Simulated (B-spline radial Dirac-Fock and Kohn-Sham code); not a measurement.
The Be-like isoelectronic sequence (4 electrons), Z = 18 to 33

These are calculated numbers from a radial B-spline solver; the model is Dirac-Fock ΔSCF + Breit + QED. Binding energies in eV, tabulated ground configurations ([He] 2s2 throughout). The model has no electron correlation.

| ion | 1s | outermost level | NIST ionisation energy |
| --- | --- | --- | --- |
| Ar¹⁴⁺ | 3936.1 | 849.9 (2s) | 855.5 ± 0.3 |
| K¹⁵⁺ | 4415.2 | 961.9 (2s) | 967.7 ± 0.3 |
| Ca¹⁶⁺ | 4922.1 | 1080.9 (2s) | 1086.8 ± 0.4 |
| Sc¹⁷⁺ | 5456.9 | 1206.9 (2s) | 1213.1 ± 0.4 |
| Ti¹⁸⁺ | 6019.8 | 1340.0 (2s) | 1346.3 ± 0.5 |
| V¹⁹⁺ | 6610.9 | 1480.2 (2s) | 1486.7 ± 0.5 |
| Cr²⁰⁺ | 7230.1 | 1627.5 (2s) | 1634.1 ± 0.5 |
| Mn²¹⁺ | 7877.7 | 1781.9 (2s) | 1788.7 ± 0.6 |
| Fe²²⁺ | 8553.7 | 1943.6 (2s) | 1950.4 ± 1.8 |
| Co²³⁺ | 9258.3 | 2112.4 (2s) | 2119.4 ± 1.9 |
| Ni²⁴⁺ | 9991.6 | 2288.5 (2s) | 2295.6 ± 2.1 |
| Cu²⁵⁺ | 10753.6 | 2471.9 (2s) | 2479.1 ± 2.2 |
| Zn²⁶⁺ | ? | ? | ? |
| Ga²⁷⁺ | 12364.5 | 2860.7 (2s) | 2868 ± 3 |
| Ge²⁸⁺ | 13213.6 | 3066.3 (2s) | 3074 ± 3 |
| As²⁹⁺ | 14092.1 | 3279.2 (2s) | 3287 ± 3 |

Q: Fill in the row of Zn²⁶⁺.

A: 1s 11544.5, outermost 2662.6 (2s), NIST 2669.9 ± 2.5 eV.

NIST's values are for the lowest levels; a dash marks a value that is missing or belongs to another shell. Their kind here: semi-empirical.
